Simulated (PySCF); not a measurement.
## C₆ coefficients of unlike pairs at PBE0

Calculated with PySCF 2.14 from the dipole response of each species, C₆(A,B) = (3/π) ∫ α_A(iu) α_B(iu) du, in atomic units, from isotropic polarisabilities. For ions this is the dispersion term alone; charge-induced terms of lower order in 1/R come first.

| species | configuration | basis | relativity | α (bohr³) | C₆ (like pair) |
| --- | --- | --- | --- | --- | --- |
| C | [He] 2s2 2p2 (3P) | dyall-av3z (15s9p3d2f) | none | 12.60 | 50.53 |
| Al³⁺ | [Ne] (1S) | dyall-av3z (19s12p3d2f) | none | 0.1280 | 0.04655 |
| Be²⁺ | 1s2 (1S) | aug-cc-pVTZ-DK (5s4p3d2f) | spin-free X2C | 0.04184 | 0.006085 |
| N | [He] 2s2 2p3 (4S) | def2-QZVPPD (8s4p4d2f1g) | none | 7.685 | 25.85 |

(1) Estimate C₆ for Be²⁺ with C.

No spin-orbit coupling is included.

The other pairs:

| pair | C₆ |
| --- | --- |
| N, Al³⁺ | 0.7985 |
| N, Be²⁺ | 0.2708 |
| N, C | 35.72 |
| Al³⁺, C | 0.9881 |
| Be²⁺, Al³⁺ | 0.01677 |

## Answers

(1) The integral gives 0.3321. The combination rule 2 C_A C_B / (C_A α_B/α_A + C_B α_A/α_B) gives 0.3075 and the geometric mean 0.5545.
